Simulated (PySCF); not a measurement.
# TDDFT excited states: H8In2P2

Species: (H2In-mu-PH2)2.
Geometry (PBE0-D3(BJ)/def2-SVP, Å), atoms numbered from 1 in this order:
```
atom  x, y, z in Å
In1   -1.767   -0.183   -0.940
H2    -2.572    1.314   -1.222
H3    -2.243   -1.791   -1.331
P4    -0.786   -0.152    1.520
In5    1.779    0.190    0.946
H6     2.606   -1.292    1.243
H7     2.232    1.807    1.329
P8     0.804    0.124   -1.515
H9    -1.340    0.833    2.376
H10   -1.058   -1.305    2.299
H11    1.103    1.259   -2.310
H12    1.358   -0.885   -2.344
```

Method: TDDFT PBE0/def2-SVPD, vertical, gas phase, core orbitals frozen in the response, def2 core potentials past Kr (PySCF). Spin–orbit coupling is left out.

Question: Predict the UV-vis stick spectrum at this level.

Answer: 

| state | E (eV) | E (kJ/mol) | λ (nm) | f | main configurations (H = HOMO, L = LUMO) |
| --- | --- | --- | --- | --- | --- |
| S1 | 5.09 | 491 | 243.8 | 0.0000 | H→L (98%) |
| S2 | 5.16 | 498 | 240.3 | 0.0000 | H→L+1 (98%) |
| S3 | 5.36 | 517 | 231.3 | 0.0000 | H-1→L+1 (97%) |
| S4 | 5.80 | 559 | 213.8 | 0.019 | H→L+2 (64%), H→L+3 (26%) |
| S5 | 5.81 | 560 | 213.5 | 0.041 | H→L+3 (48%), H→L+2 (32%), H-1→L (17%) |
| S6 | 5.87 | 566 | 211.4 | 0.097 | H-1→L (67%), H→L+3 (25%) |
| S7 | 6.14 | 592 | 202.0 | 0.0059 | H-1→L+3 (85%) |
| S8 | 6.17 | 595 | 200.9 | 0.122 | H-1→L+2 (83%) |
| S9 | 6.23 | 601 | 199.0 | 0.243 | H→L+4 (71%), H-3→L+1 (16%), H-2→L+1 (9%) |
| S10 | 6.29 | 606 | 197.3 | 0.0000 | H-2→L (83%), H-3→L (13%) |

Triplets (Tamm–Dancoff): T1 4.79 eV, H→L+1 (94%); T2 4.87 eV, H→L (94%); T3 5.08 eV, H-1→L (76%), H-1→L+1 (11%), H→L+4 (10%); T4 5.08 eV, H-1→L+1 (82%), H-1→L (10%).

The lowest singlet comes at 244 nm (491 kJ/mol) in the ultraviolet; it is dark (f under 0.0005); its leading configuration is HOMO→LUMO (98%). The most intense listed level is S9 at 6.23 eV (199 nm, f = 0.243), 1.14 eV above S1. S4/S5 lie within about 0.01 eV of each other. Löwdin shares by element: HOMO phosphorus 42%, indium 29% (atoms not listed hold the other 29%); LUMO indium 55%, phosphorus 22% (atoms not listed hold the other 22%). Orbital energies (eV): HOMO-3 -8.24, HOMO-2 -8.23, HOMO-1 -7.51, HOMO -7.13, LUMO -0.86, LUMO+1 -0.76, LUMO+2 -0.48. Of the 10 states listed, 5 reach f = 0.01 and 4 stay under 0.0005. Weighted by f, the mean energy of these states is 6.10 eV. All these states lie below the vertical ionisation energy of 8.70 eV (ΔSCF). Orbitals of the list HOMO-3 to LUMO+2 that lie within 0.01 eV of each other are written together with a slash and their weights summed (≥ marks a lower bound); for degenerate orbitals outside that list single weights are arbitrary. The window holds the lowest 10 singlets.

One conformer stands for the species.
